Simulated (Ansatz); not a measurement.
Relaxation of Cl₆FHMo (9 atoms, charge 0, multiplicity 1), to a largest force component of 0.03 eV/Å in at most 50 steps.

Level of theory: Ansatz 0.2.0, RHF/def2-SVP.

```xyz
9
Properties=species:S:1:pos:R:3
Mo 0.139 -0.326 -0.272
F 0.346 0.182 2.651
Cl 2.332 -0.616 0.514
Cl -0.418 3.325 -0.576
Cl -1.960 0.015 0.515
Cl -0.229 -2.579 -0.656
Cl 0.509 0.236 -2.444
Cl 0.675 1.912 0.379
H 1.175 0.527 2.503
```

Q: Where does it end, and by what steps?

A: It converged. The force dipped under the threshold on the way, but the program's further checks kept it going. After 29 steps the energy has fallen by 1.122 eV; Cl8 moved furthest, 2.10 Å. Parted: Mo1–Cl8 (2.39 → 4.68 Å). Joined: Mo1–F2 (2.97 → 2.42 Å).

```tsv
step	energy less start (eV)	largest force component (eV/Å)	accepted
0	0.0000	2.507	yes
2	-0.5633	3.439	yes
4	-0.8212	0.619	yes
6	-0.8629	0.358	yes
8	-0.9023	0.977	yes
10	-1.0039	0.145	yes
12	-1.0543	0.381	no
14	-1.0819	0.227	yes
16	-1.0999	0.441	yes
18	-1.1160	0.276	yes
20	-1.1155	0.152	no
22	-1.1189	0.027	yes
24	-1.1196	0.093	yes
26	-1.1204	0.124	yes
28	-1.1214	0.007	yes
29	-1.1217	0.025	yes
```

```xyz
9
Properties=species:S:1:pos:R:3
Mo 0.135 -0.821 0.021
F 0.143 -1.113 2.421
Cl 2.191 0.027 0.658
Cl -0.786 4.589 -0.913
Cl -1.530 0.625 0.497
Cl 0.266 -3.075 0.036
Cl 0.198 -0.498 -2.244
Cl 1.019 3.734 -0.607
H 0.934 -0.793 2.746
```

Whether the end is a true minimum wasn't checked by a vibrational analysis.

Run time: 2.7 min on 4 threads of Arm Neoverse V2, on a shared host, peak memory 0.66 GiB.
